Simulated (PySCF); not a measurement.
**Simulated characterisation data**

Calculated, not measured (PySCF 2.14.0 with density-fitted response routines): GFN2-xTB geometry, PBE0/pcSseg-1 with gauge-including orbitals. Non-relativistic Hamiltonian, no solvent, one computed conformer, equivalent nuclei averaged.

References, each an isolated molecule treated in the same way: $^{1}$H and $^{13}$C vs TMS. Where no couplings were computed, multiplicities follow the n + 1 count of equivalent neighbours, and m marks all less simple cases (inequivalent or close neighbours, rings, F or P nearby). Shifts are as computed. Against solution values, carbons near 30 ppm lie about +3 ppm off and those near 130 ppm about +5 ppm. Of 1211 compounds with measured shifts, 218 miss one by over three times the rms of a fit or turn the order of signals round; such compounds aren't used in these exercises.

**1.** SMILES C=CO[SiH2]C(C)C, C$_{5}$H$_{12}$OSi. $^{1}$H NMR (400 MHz, computed): δ 6.56 (m, 1H), 4.87 (m, 1H), 4.75 (d, 2H), 4.51 (m, 1H), 1.27 (m, 1H), 1.11 (m, 6H). $^{13}$C{$^{1}$H} NMR (computed): δ 152.9, 100.6, 18.5, 17.8.

**2.** SMILES [SiH2](C=C)CC1=CC(=O)[SiH2]C1, C$_{7}$H$_{12}$OSi$_{2}$. $^{1}$H NMR (400 MHz, computed): δ 6.50 (m, 1H), 6.45 (m, 1H), 6.36 (s, 1H), 6.33 (m, 1H), 4.49 (m, 2H), 4.13 (m, 2H), 2.33 (t, 2H), 1.92 (m, 2H). $^{13}$C{$^{1}$H} NMR (computed): δ 232.2 (C), 185.1 (C), 146.9 (CH), 144.9 (CH2), 138.8 (CH), 30.2 (CH2), 17.7 (CH2).

**3.** `InChI=1S/C7H12OSi2/c1-4-6-10(5-2)7(3)8-9/h5,10H,2-3H2,1,9H3/t10-/m1/s1`. $^{1}$H NMR (400 MHz, computed): δ 6.47 (m, 1H), 6.46 (m, 1H), 6.19 (m, 1H), 5.00 (br s, 1H), 4.98 (s, 3H), 4.83 (d, 1H), 4.77 (br s, 1H), 2.09 (s, 3H). $^{13}$C{$^{1}$H} NMR (computed): δ 170.0 (C), 143.7 (CH2), 141.9 (CH), 113.3 (C), 107.3 (CH2), 83.5 (C), 6.1 (CH3).
